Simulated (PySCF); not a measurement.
**Two-dimensional NMR puzzle**

Compound of formula C8H9F. Correlations simulated from computed shifts and the bond graph:

HSQC (one-bond C–H):
```
  δH     δC
7.46  134.9
7.30  121.5
2.61   34.5
1.18   22.7
```

COSY cross peaks (H two or three bonds apart, from the bond graph; peaks can be absent where the dihedral angle is near 90°):
```
  δH    δH
7.46  7.30
2.61  1.18
```

HMBC (two and three bonds, from the bond graph):
```
  δH                                δC
7.46  171.3, 146.6, 134.9, 121.5, 34.5
7.30        171.3, 146.6, 134.9, 121.5
2.61                146.6, 134.9, 22.7
1.18                       146.6, 34.5
```

Carbons without hydrogens: δ 171.3, 146.6.

[PySCF 2.14.0 with density-fitted response routines: shielding tensors at PBE0/pcSseg-1 (GIAO); geometry: GFN2-xTB; rapidly exchanging positions averaged; a single conformation; in vacuum; non-relativistic Hamiltonian]

References, each an isolated molecule treated in the same way: 1H, 13C vs TMS.

Exchangeable hydrogens are left out of these lists.

Q: Which molecule is this?

A: 1-ethyl-4-fluorobenzene (c1cc(CC)ccc1F).

Atoms are numbered as in `[CH3:1][CH2:2][c:3]1[cH:4][cH:5][c:6]([F:7])[cH:8][cH:9]1`. Each H is labelled by its parent atom.

δC 171.3 is C6, an aromatic carbon bearing fluorine. δC 146.6 is C3, a substituted aromatic carbon. δC 134.9 is C4/C9, an aromatic CH (δH 7.46). δC 121.5 is C5/C8, an aromatic CH (δH 7.30). δC 34.5 is C2, an sp3 CH2 on an aromatic ring (δH 2.61). δC 22.7 is C1, a methyl carbon (δH 1.18). HMBC from δH 7.46 reaches the proton-free carbons C6, C3. HMBC from δH 7.30 reaches the proton-free carbons C6, C3. HMBC from δH 2.61 reaches the proton-free carbon C3. HMBC from δH 1.18 reaches the proton-free carbon C3. COSY links 7.46–7.30, 2.61–1.18.

The data come from this structure; uniqueness wasn't tested.

Shifts are as computed. Against solution values, carbons near 30 ppm lie about +3 ppm off and those near 130 ppm about +5 ppm. Of 1211 compounds with measured shifts, 218 miss one by over three times the rms of a fit or turn the order of signals round; such compounds aren't used in these exercises.
